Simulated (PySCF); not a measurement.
Isomers of C5H8F2O2Si, mass 166.026 u with the commonest isotopes. Level of theory: PBE0/pcSseg-1 in PySCF (dipole) on a GFN2-xTB geometry, gas phase. One conformer each, none proved a minimum here; rigid rotors.

Problem. Order these by dipole moment, smallest first.
A. `[CH3:1][C:2](=[O:3])/[CH:4]=[C:5](\[O:6][SiH3:7])[CH:8]([F:9])[F:10]` with C1–C2–C4–C5 180°, C4–C5–O6–Si7 9°, C4–C5–C8–F9 -71°
B. `[O:1]=[CH:2][C@@:3]1([F:4])[O:5][C@H:6]([F:7])[CH2:8][CH2:9][SiH2:10]1` with O1–C2–C3–F4 -172°, C2–C3–O5–C6 166°, C3–O5–C6–F7 62°, O5–C6–C8–C9 68°, C6–C8–C9–Si10 -58°
C. `[O:1]=[CH:2][O:3][C@@H:4]1[SiH2:5][C@@H:6]1[CH2:7][CH:8]([F:9])[F:10]` with O1–C2–O3–C4 2°, C2–O3–C4–Si5 5°, Si5–C6–C7–C8 90°, C6–C7–C8–F9 -59°
D. `[CH3:1][C:2](=[O:3])[O:4][SiH2:5][CH2:6]/[C:7]([F:8])=[CH:9]\[F:10]` with C1–C2–O4–Si5 180°, C2–O4–Si5–C6 177°, O4–Si5–C6–C7 176°, Si5–C6–C7–F8 -75°
E. `[CH2:1]=[C:2]([CH2:3][C:4](=[O:5])[O:6][SiH3:7])[CH:8]([F:9])[F:10]` with C1–C2–C3–C4 -113°, C2–C3–C4–O5 -9°, C3–C4–O6–Si7 179°, C1–C2–C8–F9 -12°

Solution. A (1.47 D), D (2.22 D), C (2.60 D), B (3.04 D), E (3.29 D).

Problem. Order these by rotational constant C, smallest first.
A. `[CH2:1]=[C:2]([CH2:3][C:4](=[O:5])[O:6][SiH3:7])[CH:8]([F:9])[F:10]` with C1–C2–C3–C4 -113°, C2–C3–C4–O5 -9°, C3–C4–O6–Si7 179°, C1–C2–C8–F9 -12°
B. `[O:1]=[CH:2][O:3][C@@H:4]1[SiH2:5][C@@H:6]1[CH2:7][CH:8]([F:9])[F:10]` with O1–C2–O3–C4 2°, C2–O3–C4–Si5 5°, Si5–C6–C7–C8 90°, C6–C7–C8–F9 -59°
C. `[O:1]=[CH:2][C@@:3]1([F:4])[O:5][C@H:6]([F:7])[CH2:8][CH2:9][SiH2:10]1` with O1–C2–C3–F4 -172°, C2–C3–O5–C6 166°, C3–O5–C6–F7 62°, O5–C6–C8–C9 68°, C6–C8–C9–Si10 -58°
D. `[CH3:1][C:2](=[O:3])/[CH:4]=[C:5](\[O:6][SiH3:7])[CH:8]([F:9])[F:10]` with C1–C2–C4–C5 180°, C4–C5–O6–Si7 9°, C4–C5–C8–F9 -71°
E. `[CH3:1][C:2](=[O:3])[O:4][SiH2:5][CH2:6]/[C:7]([F:8])=[CH:9]\[F:10]` with C1–C2–O4–Si5 180°, C2–O4–Si5–C6 177°, O4–Si5–C6–C7 176°, Si5–C6–C7–F8 -75°

Solution. E (418.8 MHz), A (479.4 MHz), D (574.9 MHz), B (684.1 MHz), C (869.9 MHz).

Problem. Order these by rotational constant B, smallest first.
A. `[O:1]=[CH:2][C@@:3]1([F:4])[O:5][C@H:6]([F:7])[CH2:8][CH2:9][SiH2:10]1` with O1–C2–C3–F4 -172°, C2–C3–O5–C6 166°, C3–O5–C6–F7 62°, O5–C6–C8–C9 68°, C6–C8–C9–Si10 -58°
B. `[O:1]=[CH:2][O:3][C@@H:4]1[SiH2:5][C@@H:6]1[CH2:7][CH:8]([F:9])[F:10]` with O1–C2–O3–C4 2°, C2–O3–C4–Si5 5°, Si5–C6–C7–C8 90°, C6–C7–C8–F9 -59°
C. `[CH2:1]=[C:2]([CH2:3][C:4](=[O:5])[O:6][SiH3:7])[CH:8]([F:9])[F:10]` with C1–C2–C3–C4 -113°, C2–C3–C4–O5 -9°, C3–C4–O6–Si7 179°, C1–C2–C8–F9 -12°
D. `[CH3:1][C:2](=[O:3])/[CH:4]=[C:5](\[O:6][SiH3:7])[CH:8]([F:9])[F:10]` with C1–C2–C4–C5 180°, C4–C5–O6–Si7 9°, C4–C5–C8–F9 -71°
E. `[CH3:1][C:2](=[O:3])[O:4][SiH2:5][CH2:6]/[C:7]([F:8])=[CH:9]\[F:10]` with C1–C2–O4–Si5 180°, C2–O4–Si5–C6 177°, O4–Si5–C6–C7 176°, Si5–C6–C7–F8 -75°

Solution. E (442.0 MHz), C (508.2 MHz), B (714.2 MHz), D (831.7 MHz), A (1011 MHz).

```tsv
SMILES	point group	Ia (u·Å²)	Ib (u·Å²)	Ic (u·Å²)	κ	μa (D)	μb (D)	μc (D)
CC(=O)/C=C(\O[SiH3])C(F)F	C1	365.51	607.62	879.10	-0.36	0.27	1.44	0.11
C=C(CC(=O)O[SiH3])C(F)F	C1	192.52	994.42	1054.13	-0.97	2.70	1.73	0.70
O=CO[C@@H]1[SiH2][C@@H]1CC(F)F	C1	262.34	707.63	738.70	-0.95	1.39	2.16	0.38
O=C[C@@]1(F)O[C@H](F)CC[SiH2]1	C1	309.94	499.84	580.93	-0.63	1.97	2.31	0.12
CC(=O)O[SiH2]C/C(F)=C\F	C1	196.21	1143.40	1206.83	-0.98	0.44	0.49	2.12
```
